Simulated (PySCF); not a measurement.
CH₁₂OSi₄, SMILES O[Si@@H]([SiH2][SiH3])C[SiH3]. The structure is a stationary point at PBE0-D3(BJ)/def2-SVP. The structure was generated by enumeration; whether it is a known compound was not checked. The values are those of a single conformer.

Task: Give the equilibrium geometry at PBE0-D3(BJ)/def2-SVP (PySCF confirms it by a frequency run) as bond lengths and angles. (An estimate is asked for; the answer gives what the named calculation found.)

Result: One answer among several that fit: 
Atoms: O1 Si2 C3 Si4 Si5 Si6 H7 H8 H9 H10 H11 H12 H13 H14 H15 H16 H17 H18. Bonded distances (Å): O1–Si2 1.674, O1–H7 0.962, Si2–C3 1.882, Si2–Si5 2.345, Si2–H8 1.501, C3–Si4 1.884, C3–H9 1.105, C3–H10 1.104, Si4–H11 1.496, Si4–H12 1.496, Si4–H13 1.494, Si5–Si6 2.346, Si5–H14 1.497, Si5–H15 1.496, Si6–H16 1.495, Si6–H17 1.497, Si6–H18 1.497. Angles (°): Si2–O1–H7 116.8, O1–Si2–C3 111.4, O1–Si2–Si5 106.6, O1–Si2–H8 110.7, C3–Si2–Si5 109.5, C3–Si2–H8 108.7, Si5–Si2–H8 109.9, Si2–C3–Si4 114.2, Si2–C3–H9 108.1, Si2–C3–H10 110.0, Si4–C3–H9 108.8, Si4–C3–H10 109.1, H9–C3–H10 106.4, C3–Si4–H11 110.9, C3–Si4–H12 110.0, C3–Si4–H13 110.4, H11–Si4–H12 108.4, H11–Si4–H13 108.4, H12–Si4–H13 108.5, Si2–Si5–Si6 107.8, Si2–Si5–H14 110.9, Si2–Si5–H15 110.8, Si6–Si5–H14 109.4, Si6–Si5–H15 109.2, H14–Si5–H15 108.7, Si5–Si6–H16 112.3, Si5–Si6–H17 109.6, Si5–Si6–H18 109.7, H16–Si6–H17 108.6, H16–Si6–H18 108.6, H17–Si6–H18 107.9.
Charge 0, spin multiplicity 1.
